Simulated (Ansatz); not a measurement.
Saddle point of SiN2H8F2, singlet (SiN₂H₆ ([NH2][SiH2][NH2]) + HF + HF → SiNH₄F ([NH2][SiH2][F]) + NH₃ + HF (still joined by a long Si–N bond); bonds formed: Si1–F7, N2–H8, H6–F9; bonds broken: H6–F7, H8–F9; bonds weakened to dative contacts: Si1–N2), PBE0-D4/def2-TZVP structure:

Si1  (-0.748, 0.240, -0.634)
N2  (-0.178, -1.240, 0.315)
H3  (-1.497, -0.460, -1.724)
H4  (-1.749, 0.908, 0.214)
N5  (0.504, 0.997, -1.472)
H6  (0.757, 0.606, 1.788)
F7  (0.496, 1.359, 1.088)
H8  (0.336, -0.981, 1.296)
F9  (0.919, -0.470, 2.357)
H10  (-0.963, -1.854, 0.518)
H11  (0.477, -1.770, -0.253)
H12  (0.526, 1.015, -2.475)
H13  (1.119, 1.649, -1.017)
(Å)

Energies are electronic, without zero-point energy. Barriers and step energies count from the start structure reached by relaxing down the imaginary mode; all methods use the PBE0-D4 structures, on which another method's saddle can fall below an end. Program: Ansatz 0.2.0. Basis: def2-TZVPP, with def2-QZVPP for the basis limit. Cores are frozen in the correlated methods. B3LYP uses VWN-RPA correlation. Extrapolation: Hartree–Fock as exp(−7.88 √X), correlation as X^−2.97.

| method | barrier (eV) | step energy (eV) |
| --- | --- | --- |
| SPW92 | -0.046 | -0.224 |
| PBE-D4 | ? | -0.131 |
| BLYP-D4 | 0.223 | -0.084 |
| r2SCAN-D4 | 0.157 | -0.241 |
| B97M-V | 0.265 | -0.353 |
| PBE0-D4 | ? | -0.178 |
| B3LYP-D4 | 0.264 | -0.131 |
| r2SCAN0-D4 | 0.219 | -0.251 |
| BHLYP-D4 | 0.323 | -0.203 |
| CAM-B3LYP-D4 | 0.228 | -0.177 |
| wB97X-V | 0.232 | -0.231 |
| wB97M-V | 0.224 | -0.269 |
| B2PLYP | 0.285 | -0.167 |
| PBE-QIDH | ? | -0.228 |
| RPA on PBE | 0.287 | -0.222 |
| HF | 0.566 | -0.184 |
| MP2 | 0.285 | -0.202 |
| CCSD | 0.343 | -0.227 |
| CCSD(T) | 0.301 | -0.225 |

(1) Fill in the withheld barriers. (Judge from chemistry; the value comes from the calculation.)

No T1 diagnostic of these runs exceeds 0.011.

## Answers

(1) The calculation gives: PBE-QIDH 0.270; PBE0-D4 0.235; PBE-D4 0.169 eV. Each is the energy of the saddle less that of the start structure, by the same method.

For comparison, the barrier by CCSD(T) at an estimated basis limit (MP2 extrapolated from triple and quadruple zeta, plus CCSD(T) − MP2 in triple zeta) is 0.290 eV.

Steps of this kind, hydrogen fluoride cutting a network bond, underlie vapour etching and the fluorination step of atomic layer etching.

Labels in which every atom is bracketed show which atoms are joined, not bond orders.

For scale, one of the runs: CCSD(T)/def2-TZVPP, 278 basis functions, launched by `ansatz run in.yaml --threads 8 --pin off --events-out ev --progress --plain --max-ram 19148MiB`. Time: 4.1 min of wall clock on 8 CPU threads of an Intel Xeon; the host was shared. Peak host memory: 8.3 GiB.
